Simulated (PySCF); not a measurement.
# Heteronuclear NMR

Molfile (atoms numbered from 1):
```
C9H11P
     RDKit          3D

 21 21  0  0  0  0  0  0  0  0999 V2000
    3.7982   -0.1498    0.4951 C   0  0  0  0  0  0  0  0  0  0  0  0
    2.3237   -0.2908    0.3402 C   0  0  0  0  0  0  0  0  0  0  0  0
    1.2394    0.8874    0.8323 P   0  0  0  0  0  0  0  0  0  0  0  0
   -0.3410    0.0816    0.3650 C   0  0  0  0  0  0  0  0  0  0  0  0
   -0.6197   -1.2099    0.7990 C   0  0  0  0  0  0  0  0  0  0  0  0
   -1.8158   -1.8209    0.4720 C   0  0  0  0  0  0  0  0  0  0  0  0
   -2.7507   -1.1363   -0.2846 C   0  0  0  0  0  0  0  0  0  0  0  0
   -2.4862    0.1562   -0.7043 C   0  0  0  0  0  0  0  0  0  0  0  0
   -1.2919    0.7838   -0.3819 C   0  0  0  0  0  0  0  0  0  0  0  0
   -1.0042    2.1766   -0.8519 C   0  0  0  0  0  0  0  0  0  0  0  0
    4.1970   -0.9674    1.0985 H   0  0  0  0  0  0  0  0  0  0  0  0
    4.0568    0.7930    0.9722 H   0  0  0  0  0  0  0  0  0  0  0  0
    4.2895   -0.1970   -0.4783 H   0  0  0  0  0  0  0  0  0  0  0  0
    1.9840   -1.2008   -0.1407 H   0  0  0  0  0  0  0  0  0  0  0  0
    0.1073   -1.7346    1.4042 H   0  0  0  0  0  0  0  0  0  0  0  0
   -2.0208   -2.8254    0.8127 H   0  0  0  0  0  0  0  0  0  0  0  0
   -3.6884   -1.6068   -0.5420 H   0  0  0  0  0  0  0  0  0  0  0  0
   -3.2209    0.6890   -1.2919 H   0  0  0  0  0  0  0  0  0  0  0  0
   -1.9007    2.6472   -1.2485 H   0  0  0  0  0  0  0  0  0  0  0  0
   -0.2455    2.1596   -1.6355 H   0  0  0  0  0  0  0  0  0  0  0  0
   -0.6188    2.7821   -0.0319 H   0  0  0  0  0  0  0  0  0  0  0  0
  1  2  1  0
  2  3  2  0
  3  4  1  0
  4  5  2  0
  5  6  1  0
  6  7  2  0
  7  8  1  0
  8  9  2  0
  9 10  1  0
  9  4  1  0
  1 11  1  0
  1 12  1  0
  1 13  1  0
  2 14  1  0
  5 15  1  0
  6 16  1  0
  7 17  1  0
  8 18  1  0
 10 19  1  0
 10 20  1  0
 10 21  1  0
M  END
```

[PySCF 2.14.0 with density-fitted response routines: NMR shieldings at PBE0/pcSseg-1/GIAO; geometry from GFN2-xTB; no solvent model; fast rotation and ring inversion assumed for equivalent nuclei; a single conformation; non-relativistic]

Problem. Where does ³¹P resonate?

Solution. 
| atoms | environment | σ (ppm) | δ (ppm) |
| --- | --- | --- | --- |
| P3 | phosphorus bonded to 2 C | 38.4 | 238.3 |

Shieldings were converted by a linear fit to measured shifts: ³¹P: δ = 270.09 − 0.828σ (rms 18.1 ppm, 64 shifts vs H3PO4, solution or neat liquid). Occasional misses reach two or three times the rms, and more in compound classes unlike the fitted ones.

On a 500 MHz spectrometer ³¹P resonates near 202.4 MHz, so 1 ppm is 202.4 Hz.
